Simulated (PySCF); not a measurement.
Problem. Write Cartesian coordinates for `C=C(C)[C@H]1CC[CH2][AlH]1` as optimised with PBE0-D3(BJ)/def2-SVP.

Solution. 
```xyz
21
C7H13Al angstrom
C     -1.749    1.564    0.324
C     -1.553    0.297   -0.084
C     -2.707   -0.661   -0.176
C     -0.224   -0.292   -0.427
C      0.921    0.657   -0.822
C      2.292    0.003   -0.593
C      2.426   -0.460    0.870
Al     0.596   -1.112    1.185
H     -2.746    1.912    0.604
H     -0.939    2.295    0.378
H     -2.845   -0.997   -1.218
H     -2.520   -1.570    0.423
H     -3.648   -0.210    0.169
H     -0.355   -1.062   -1.211
H      0.813    1.003   -1.865
H      0.876    1.567   -0.198
H      2.386   -0.869   -1.266
H      3.097    0.698   -0.888
H      3.256   -1.166    1.029
H      2.633    0.407    1.526
H     -0.079   -1.967    2.345
```

Any rigid rotation of these coordinates is as good. Atoms count from 1 in this order. Al8 (aluminium bonded to 2 C and H) is planar (angles 133.6°, 129.7° and 96.7°, sum 360.0°, 0.02 Å off the plane of its three neighbours). The C–C distances run from 1.346 Å (C1=C2, drawn double) to 1.541 Å (C6–C7, drawn single), a spread of 0.195 Å. The 5-membered ring C4–C5–C6–C7–Al8 has internal angles of 96.7° to 111.3° (sum 517°, against 540° for a flat polygon); it is puckered, 0.20 Å rms from its mean plane, widest ring torsion 56°. Of the pairs four or more bonds apart, H10···H16 is among the closest relative to their van der Waals radii: 2.04 Å, 85 % of the sum of Bondi's values.

Bonds between heavy atoms (Å): C1=C2 1.346, C2–C3 1.503, C2–C4 1.494, C4–C5 1.539, C5–C6 1.535, C6–C7 1.541, C7–Al8 1.967, C4–Al8 1.986.

Computed with PySCF, PBE0-D3(BJ)/def2-SVP geometry optimisation, gas phase.

Point group: C1 (no symmetry element, even within 0.4 Å). Whether it is a minimum is left open (no frequencies). The numbers are those of one conformer (C1–C2–C4–C5 -22°, C2–C4–C5–C6 157°, C4–C5–C6–C7 -56°, C5–C6–C7–Al8 38°, C6–C7–Al8–C4 -14°).

The run took 5.9 min of wall time on Arm Neoverse N1, one thread (shared host), and the process peaked at 0.90 GiB of memory. This is the geometry optimisation.
